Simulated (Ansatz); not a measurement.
`CCB(O)OC` + `OBS` → `CCOBS` + `COBO`  (substitution at a C–B bond)

Isolated molecules relaxed with PBE0-D4/def2-TZVP in Ansatz; ΔE leaves out vibrations. CBS: MP2 limit from def2 TZ/QZ plus the TZ coupled-cluster correction, frozen cores. Functionals use def2-TZVPP. B3LYP here is the variant with VWN-RPA as its local correlation; programs differ in this. Each species was taken in one conformer, which may not be the lowest.

```json
{"level": "PBE", "ΔE (eV)": "0.70"}
{"level": "B3LYP", "ΔE (eV)": "0.63"}
{"level": "MP2/def2-TZVPP", "ΔE (eV)": "0.78"}
{"level": "SCS-MP2/def2-TZVPP", "ΔE (eV)": "0.71"}
{"level": "CCSD/def2-TZVPP", "ΔE (eV)": "0.73"}
{"level": "HF/def2-QZVPP", "ΔE (eV)": "0.58"}
{"level": "HF/CBS(def2)", "ΔE (eV)": "0.58"}
{"level": "CCSD/CBS(def2)", "ΔE (eV)": "0.75"}
```

Q: What does CCSD(T)/CBS give? (An estimate is asked.)

A: Computed: +0.75 eV. The listed levels differ from it by -0.05, -0.12, 0.03, -0.04, -0.02, -0.17, -0.17, 0.00 eV.

Largest T1 diagnostic among the species: 0.013.

The D4 term adds +0.04 eV with B3LYP and +0.02 eV with PBE0; it sums over pairs of atoms, weighted by their polarisabilities, and B3LYP, whose exchange is more repulsive, gets the larger term. From PBE to PBE0 (25 % exact exchange), in def2-TZVPP and without D4, ΔE moves by +0.03 eV.
